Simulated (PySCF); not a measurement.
5,5-difluoro-1,3-dioxane, C4H6F2O2.
Atom-mapped SMILES: `[F:1][C:2]1([F:3])[CH2:4][O:5][CH2:6][O:7][CH2:8]1` (hydrogens: H9, H10 on C4; H11, H12 on C6; H13, H14 on C8)

A GFN2-xTB structure was refined with PySCF 2.14.0, PBE0-D3(BJ)/def2-SVP geometry optimisation, gas phase. Its GFN2-xTB values:

```tsv
coordinate	GFN2-xTB
F1–C2	1.357 Å
C2–C4	1.534 Å
C2–C8	1.534 Å
C4–O5	1.406 Å
C4–H9	1.091 Å
C4–H10	1.102 Å
O5–C6	1.397 Å
C6–H11	1.110 Å
C6–H12	1.091 Å
F1–C2–F3	105.0°
F1–C2–C4	111.0°
C2–C4–O5	111.4°
C4–C2–C8	111.2°
C4–O5–C6	112.1°
O5–C6–O7	112.6°
F1–C2–C4–O5	79°
F1–C2–C8–O7	-80°
C2–C4–O5–C6	53°
C6–O7–C8–C2	-53°
```

Task: How do these coordinates change at the PBE0-D3(BJ)/def2-SVP level?

Result: 
```
 coordinate  PBE0-D3(BJ)/def2-SVP (Å or °)  change
      C2–C8                          1.519  -0.015
      C2–C4                          1.520  -0.014
      C4–H9                          1.099  +0.008
     C4–H10                          1.108  +0.006
     C6–H12                          1.097  +0.006
      C4–O5                          1.400  -0.006
      O5–C6                          1.391  -0.006
     C6–H11                          1.115  +0.005
      F1–C2                          1.352  -0.005
   F1–C2–F3                          107.5    +2.5
   F1–C2–C4                          109.6    -1.4
   C2–C4–O5                          110.2    -1.2
   C4–C2–C8                          110.7    -0.5
   C4–O5–C6                          111.9    -0.2
   O5–C6–O7                          112.5    -0.1
F1–C2–C4–O5                             72      -7
F1–C2–C8–O7                            -73      +7
C2–C4–O5–C6                             55      +2
C6–O7–C8–C2                            -55      -2
```

The energy falls by 4.0 kJ/mol over 9 energy and gradient evaluations, the largest force component goes from 0.0092 to 2.1e-04 Eh/bohr, and the atoms move by 0.063 Å rms after alignment. Among the bonds, C2–C4 and C2–C8 change most and about equally (-0.015 to -0.014 Å). Bonds longer at the end by more than 0.005 Å: 6 of 14; shorter: 6. Rotational constants go from 3436, 1832, 1587 to 3467, 1881, 1634 MHz.

The run used 142 basis functions and 62 SCF cycles in all. Time: 62 s. Hardware: x86-64 server, one thread, no GPU, shared host.

PBE0-D3(BJ)/def2-SVP frequencies: not computed here. The numbers are those of one conformer.
